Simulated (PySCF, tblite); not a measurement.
Species: C6H9FO2S.
Cartesian coordinates in Å at the GFN2-xTB level; atoms count from 1:
```xyz
19
C6H9FO2S angstrom
C      3.207   -1.182    0.599
S      2.516    0.466    0.904
C      1.138    0.379   -0.271
C      0.177    1.567   -0.215
C     -0.846    0.518    0.221
F     -1.295    0.670    1.510
C     -2.041    0.241   -0.713
C     -3.025   -0.732   -0.156
O     -2.089    0.749   -1.801
O      0.102   -0.522    0.134
H      3.572   -1.239   -0.422
H      2.431   -1.921    0.778
H      4.025   -1.316    1.299
H      1.530    0.104   -1.253
H      0.407    2.302    0.551
H     -0.053    2.042   -1.164
H     -2.494   -1.632    0.151
H     -3.787   -0.969   -0.893
H     -3.483   -0.304    0.735
```

Theory: PBE0/pcSseg-1 in PySCF (dipole) on a GFN2-xTB geometry, gas phase.

Masses are those of the commonest isotopes; rigid-rotor values at the optimised geometry. The values belong to one conformer with, in the numbering `[CH3:1][S:2][C@@H:3]1[CH2:4][C@@:5]([F:6])([C:7]([CH3:8])=[O:9])[O:10]1`, C1–S2–C3–C4 174°, C4–C5–C7–C8 -176°.

Problem. What are A, B and C (MHz)?

Solution. Ia = 201.18, Ib = 812.33, Ic = 823.67 u·Å²; 505379 MHz·u·Å²/I gives A = 2512, B = 622.1, C = 613.6 MHz.

Problem. Classify the top.

Solution. A near-prolate asymmetric top; Ray's κ = -0.991.

Problem. Is it planar, by Δ = Ic − Ia − Ib?

Solution. Not planar: Δ = Ic − Ia − Ib = -189.85 u·Å². For a rigid frame Δ = −2 Σ m c², so Σ m c² = 94.92 u·Å² lies off the ab plane: 18.12 from hydrogen and 76.80 from heavier atoms. The atom farthest from that plane is 2.05 Å away.

Problem. Which lines would a microwave search look for?

Solution. The dipole components are |μa| = 0.55 D, |μb| = 0.12 D, |μc| = 1.10 D. Intensities carry the squares of the components, which stand as 0.25 : 0.01 : 1.00 (a : b : c). Some lines, for components of 0.1 D or more:

| type | branch | J(Ka,Kc) | MHz | lower level (cm⁻¹) |
| --- | --- | --- | --- | --- |
| a | R | 1(0,1) ← 0(0,0) | 1236 | 0.000 |
| c | Q | 3(1,3) ← 3(0,3) | 1869 | 0.247 |
| c | Q | 2(1,2) ← 2(0,2) | 1881 | 0.124 |
| c | Q | 1(1,1) ← 1(0,1) | 1890 | 0.041 |
| b | Q | 3(1,2) ← 3(0,3) | 1920 | 0.247 |
| a | R | 2(0,2) ← 1(0,1) | 2471 | 0.041 |
| a | R | 2(1,1) ← 1(1,0) | 2480 | 0.105 |
| b | R | 1(1,1) ← 0(0,0) | 3126 | 0.000 |
| a | R | 3(1,3) ← 2(1,2) | 3694 | 0.186 |
| a | R | 3(2,1) ← 2(2,0) | 3707 | 0.376 |
| b | R | 3(1,3) ← 2(0,2) | 5576 | 0.124 |
| c | R | 3(1,2) ← 2(0,2) | 5627 | 0.124 |
| b | Q | 3(2,1) ← 3(1,2) | 5657 | 0.311 |
| b | Q | 2(2,0) ← 2(1,1) | 5670 | 0.187 |
| b | R | 2(2,1) ← 1(1,0) | 8150 | 0.105 |
| c | R | 2(2,0) ← 1(1,0) | 8150 | 0.105 |
| c | R | 2(2,1) ← 1(1,1) | 8158 | 0.104 |
| b | R | 3(2,1) ← 2(1,2) | 9403 | 0.186 |
| c | Q | 3(3,1) ← 3(2,1) | 9471 | 0.500 |
| b | Q | 3(3,0) ← 3(2,1) | 9471 | 0.500 |
| c | R | 3(3,0) ← 2(2,0) | 13178 | 0.376 |
| b | R | 3(3,0) ← 2(2,1) | 13178 | 0.376 |

Problem. Estimate the classical rotational partition function at 25 K, 50 K and 500 K.

Solution. Point group C1, symmetry number σ = 1; q = (√π/σ)·√((kT/h)³/(ABC)), k/h = 20836.6 MHz/K: 21500 at 25 K, 60900 at 50 K, 1920000 at 500 K.

Its GFN2-xTB frequencies are all real (lowest 34 cm⁻¹). No vibrational averaging or centrifugal distortion is included, and the geometry carries the error of its method. A rigid rotor knows nothing of internal rotation, which can split or shift real lines.
